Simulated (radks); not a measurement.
The numbers below are computed, except where a source is named.
All-electron atom: Tl+ in [Hg].

Level of theory: scalar-relativistic Kohn-Sham, r2SCAN, spin-unpolarised, spherical densities, finite nucleus; meta-GGA in the generalised Kohn-Sham scheme; Fermi nuclear charge, rms radius 5.4759 fm (a radial shooting solver on a logarithmic mesh with Libxc functionals).

Energy parts (eV):
| part | energy |
|---|---|
| total | -550836.37 |
| kinetic | 620075.22 |
| electron-nucleus | -1372857.46 |
| Hartree | 212251.91 |
| exchange-correlation | -10306.04 |

Orbitals (lengths in bohr, moments of r in powers of bohr):
orbital  occ.  eigenvalue (eV)      <r>
1s          2        -85694.21  0.01632
2s          2        -15293.77  0.06875
2p          6        -13155.45  0.06235
3s          2        -3667.710   0.1774
3p          6        -3049.574   0.1792
3d         10        -2407.038   0.1625
4s          2        -831.1613   0.3916
4p          6        -627.6741   0.4172
4d         10        -387.6886   0.4396
4f         14        -122.6402   0.4677
5s          2        -140.8625   0.8804
5p          6         -85.4437    1.010
5d         10         -23.2960    1.379
6s          2         -16.5371    2.372

The highest occupied level is 6s at -16.537 eV. For comparison, the ionisation energy in NIST's Atomic Spectra Database is 20.428 eV (measured). In exact Kohn-Sham theory the highest level is minus the ionisation energy, but local and semilocal functionals leave it too shallow, through self-interaction and a potential that decays too fast; potentials with the right tail come closer.

Beside tabulated values, note that scalar-relativistic runs lack spin-orbit coupling.
